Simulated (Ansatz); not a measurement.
# CCSD(T) forces

AlBH3I (SMILES [BH2][AlH][I]), singlet, displaced at random from a GFN2-xTB minimum.

```xyz
6
angstrom
B -0.8110 0.3638 -0.8367
Al 0.5754 -0.0386 0.6399
I 1.3891 -2.3398 1.3885
H -1.3190 -0.5048 -1.4657
H -1.1429 1.4558 -1.1919
H 1.2957 1.0415 1.4846
```

Ansatz 0.2.0; basis: def2-TZVPP; cores frozen in the correlated methods. Filled d shells of the heavier atoms are correlated. Core potentials replace the inner electrons of the atoms past krypton. The def2 sets are not built for correlating such inner shells, so the correlated values are less sure here.

CCSD(T) forces from the calculation:
```
atom      Fx      Fy  Fz (eV/Å)
  B1  -0.586   0.014     -0.862
 Al2   0.772  -0.755      0.871
  I3  -0.315   0.505     -0.319
  H4  -0.132  -0.202     -0.072
  H5   0.082   0.090      0.179
  H6   0.180   0.347      0.204
```

(1) Which atom feels the largest CCSD(T) force, and how large is it?

The T1 diagnostic stays at or below 0.009.

Results:

(1) Al2, 1.39 eV/Å, along (0.56, -0.54, 0.63).

Root-mean-square difference of the force components from those of CCSD(T): PBE0-D4 0.046; wB97M-V 0.066; r2SCAN-D4 0.050; PBE-D4 0.128; r2SCANh-D4 0.036; BHLYP-D4 0.108 eV/Å.

For scale, one of the runs: CCSD(T)/def2-TZVPP forces, 165 basis functions (an equivalent command: `ansatz run in.yaml --threads 4`). The run took 120 s on 4 CPU threads (shared host), with 2.6 GiB of host memory at its peak.
